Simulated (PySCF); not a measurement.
Compound: C₃H₁₄BOPSi₂.
Cartesian coordinates in Å at the PBE0-D3(BJ)/def2-SVP level; atoms count from 1:
```
atom  x, y, z in Å
B1     3.0704    1.3323   -0.2413
P2     2.5534    0.1563   -1.5695
Si3    1.5713   -1.6039   -0.5626
O4     0.2677   -1.0385    0.2539
Si5   -1.1306   -0.1082    0.3130
C6    -1.1866    0.6584    2.0161
C7    -1.0641    1.2055   -1.0183
C8    -2.5749   -1.2651    0.0322
H9     4.1054    1.9460   -0.3282
H10    2.2831    1.5741    0.6423
H11    3.7355   -0.3575   -2.1668
H12    2.4873   -2.2908    0.3920
H13    1.1929   -2.5718   -1.6378
H14   -2.0978    1.2621    2.1528
H15   -0.3162    1.3145    2.1737
H16   -1.1713   -0.1185    2.7960
H17   -1.9815    1.8159   -0.9974
H18   -0.2049    1.8791   -0.8764
H19   -0.9779    0.7600   -2.0218
H20   -2.5059   -1.7440   -0.9575
H21   -3.5351   -0.7276    0.0810
H22   -2.5912   -2.0613    0.7927
```

All values: PBE0/pcSseg-1 (PySCF, non-relativistic), on one gas-phase PBE0-D3(BJ)/def2-SVP geometry that isn't relaxed in the solvent. The solvent is an IEF-PCM continuum (van der Waals radii × 1.2). The model holds no explicit solvent molecules, cavitation or dispersion.

```csv
run,E − E(gas) (kcal/mol),HOMO (eV),HOMO–LUMO gap (eV),dipole (D)
gas,0.00,-7.25,5.59,0.98
P,-1.78,-7.23,5.59,1.10
Q,-2.45,-7.25,5.60,1.14
```

The runs were made in acetone and chloroform. Which run belongs to which solvent?

P = chloroform, Q = acetone. The dielectric constants are 4.711 (chloroform), 20.49 (acetone), and the energy falls further as ε rises. In this model the ground state sees the solvent through ε alone.

How constant is the ratio of the lowering to (ε − 1)/(2ε + 1)?

```tsv
solvent	(ε − 1)/(2ε + 1)	E − E(gas) (kcal/mol)	ratio (kcal/mol)	polarisation term (kcal/mol)
chloroform	0.356	-1.78	-5.0	-1.91
acetone	0.464	-2.45	-5.3	-2.69
```

The ratio changes by +5.3 % in size from chloroform to acetone. The polarisation term is half the interaction of the solute with the induced surface charges.
